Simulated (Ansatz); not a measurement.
Computed with Ansatz on PBE0-D4/def2-TZVP structures; ΔE is electronic, products minus reactants. CCSD(T)/CBS adds triple-zeta CCSD(T) − MP2 to the extrapolated MP2 energy (def2 sets, frozen cores). This one scheme is used for every species. DFT in def2-TZVPP. B3LYP here is the variant with VWN-RPA as its local correlation; programs differ in this. HSE06 is defined as in plane-wave codes. Elements past krypton have def2 core potentials. For In outer-core shells are correlated without core-valence functions, which leaves a few kJ/mol of doubt a bond. One conformer a species, not always the lowest.

`F[SiH2][SiH3]` + `[OH][In]([F])[F]` → `[F][In]([F])[O][SiH3]` + `F[SiH3]`  (cleavage of the Si–Si bond)

`F[SiH2][SiH3]`:

```xyz
8

F     1.688   -1.382   -0.618
Si    0.489   -0.376   -0.980
Si   -0.518    0.400    0.988
H     1.063    0.745   -1.770
H    -0.482   -1.116   -1.828
H    -1.087   -0.730    1.768
H    -1.618    1.330    0.611
H     0.466    1.130    1.830
```

`[OH][In]([F])[F]`:

Z-matrix (Å, degrees):
```
In
O 1 1.954
F 1 1.935 2 121.1
F 1 1.922 2 123.4 3 -180.0
H 2 0.962 1 111.3 3 -0.0
```

`[F][In]([F])[O][SiH3]`:

```xyz
8

F     0.216    0.596    2.800
In    0.780   -0.709    1.498
F     1.862   -2.160    2.142
O     0.285   -0.569   -0.375
Si   -0.587    0.474   -1.297
H    -0.066    1.863   -1.167
H    -2.018    0.470   -0.890
H    -0.472    0.033   -2.709
```

`F[SiH3]`:

Z-matrix (Å, degrees):
```
Si
F 1 1.600
H 1 1.482 2 108.3
H 1 1.482 2 108.3 3 -120.0
H 1 1.482 2 108.3 3 120.0
```

```tsv
level	ΔE (kJ/mol)	difference from CCSD(T)/CBS
LDA (SPW92)	-71.2	33.3
PBE-D4	-70.2	34.3
revPBE-D4	-69.9	34.6
r2SCAN-D4	-92.4	12.1
B97M-V	-93.9	10.6
PBE0-D4	-82.1	22.4
B3LYP-D4	-97.9	6.6
r2SCANh-D4	-94.8	9.7
r2SCAN0-D4	-98.2	6.3
HSE06-D4	-82.0	22.5
BHLYP-D4	-113.4	-8.9
CAM-B3LYP-D4	-105.7	-1.2
ωB97X-V	-98.6	5.9
ωB97M-V	-103.3	1.2
B2PLYP	-106.0	-1.5
PBE-QIDH	-100.1	4.4
PBE	-70.4	34.1
revPBE	-69.8	34.7
BLYP	-89.8	14.7
r2SCAN	-92.4	12.1
PBE0	-82.3	22.2
B3LYP	-98.4	6.1
r2SCANh	-94.8	9.7
r2SCAN0	-98.2	6.3
HSE06	-82.1	22.4
BHLYP	-113.4	-8.9
CAM-B3LYP	-105.8	-1.3
RPA@PBE/def2-TZVPP	-106.5	-2.0
HF/def2-SVP	-128.9	-24.4
MP2/def2-SVP	-115.2	-10.7
HF/def2-TZVPP	-132.9	-28.4
MP2/def2-TZVPP	-114.0	-9.5
CCSD/def2-TZVPP	-108.8	-4.3
CCSD(T)/def2-TZVPP	-105.4	-0.9
HF/def2-QZVPP	-135.5	-31.0
MP2/def2-QZVPP	-114.4	-9.9
SCS-MP2/def2-QZVPP	-118.6	-14.1
HF/CBS(def2)	-135.8	-31.3
MP2/CBS(def2)	-113.1	-8.6
CCSD/CBS(def2)	-107.9	-3.4
CCSD(T)/CBS	-104.5	0
```

Question: What do rigid-rotor, harmonic-oscillator terms from PBE0-D4/def2-TZVP frequencies (298.15 K, 1 bar) make of the CCSD(T)/CBS value? (Best estimate.)

Answer: Computed: ΔZPE = -2.9 kJ/mol, ΔH = -107.2 kJ/mol, ΔS = -1 J/(mol·K), ΔG = -106.8 kJ/mol. Modes under 50 cm⁻¹ make the entropy rough.

Largest T1 diagnostic among the species: 0.018.

In def2-TZVPP, CCSD(T) changes the Hartree–Fock value by +27.5 kJ/mol (the triples alone add +3.4 kJ/mol) and MP2 by +18.9 kJ/mol. From r2SCAN to r2SCAN0 (25 % exact exchange), in def2-TZVPP and without D4, ΔE moves by −5.8 kJ/mol.
